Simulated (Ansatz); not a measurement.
K₆⁻. Total charge -1; doublet. Geometry r2SCAN/def2-SVPD.

Cartesian coordinates in Å:
```
K 1.638 1.432 -1.152
K -2.497 1.499 -2.744
K -1.591 2.390 1.879
K 1.685 -0.558 2.997
K -1.693 -1.786 0.124
K 2.457 -2.978 -1.104
```

HSE06 is defined as in plane-wave codes, on full-range PBE exchange. At PBE/def2-TZVPD the highest occupied level of the charge -1 doublet lies above zero (up to 0.00 eV). It is a level of β spin, whose loss leaves a triplet; that state wasn't run at this geometry and level. The electron is either unbound and held by the finite basis, or the level is raised by self-interaction error. At r2SCAN/def2-TZVPD the charge -1 doublet is spin-contaminated (final ⟨S²⟩ up to 1.46, 0.75 for a pure state). The geometry of the doublet was relaxed on an unsound state (⟨S²⟩ 1.37, where a pure state has 0.75). Another isomer (doublet) lies 0.03 eV lower at PBE0/def2-TZVPD; other spin states weren't run for this one.

(1) Estimate the α-spin orbital energies around the gap (eV) in Ansatz with PBE/def2-TZVPD, r2SCAN/def2-TZVPD, PBE0/def2-TZVPD, HSE06/def2-TZVPD.

Results:

(1) 
| orbital | PBE/def2-TZVPD | r2SCAN/def2-TZVPD | PBE0/def2-TZVPD | HSE06/def2-TZVPD |
| --- | --- | --- | --- | --- |
| HOMO−5 | -15.83 | -16.61 | -17.89 | -17.49 |
| HOMO−4 | -15.81 | -16.59 | -17.88 | -17.47 |
| HOMO−3 | -1.03 | -1.16 | -1.63 | -1.25 |
| HOMO−2 | -0.24 | -0.33 | -0.57 | -0.31 |
| HOMO−1 | -0.04 | -0.20 | -0.35 | -0.09 |
| HOMO | -0.03 | -0.13 | -0.34 | -0.09 |
| LUMO | 0.57 | 0.67 | 0.89 | 0.63 |
| LUMO+1 | 0.58 | 0.72 | 0.90 | 0.64 |
| LUMO+2 | 0.86 | 0.77 | 1.14 | 0.89 |
| LUMO+3 | 0.90 | 0.91 | 1.20 | 0.95 |
| LUMO+4 | 0.98 | 0.92 | 1.27 | 1.02 |
| LUMO+5 | 0.99 | 0.97 | 1.27 | 1.02 |
| β HOMO | 0.00 | -0.10 | -0.29 | -0.04 |
| β LUMO | 0.31 | 0.51 | 0.70 | 0.41 |
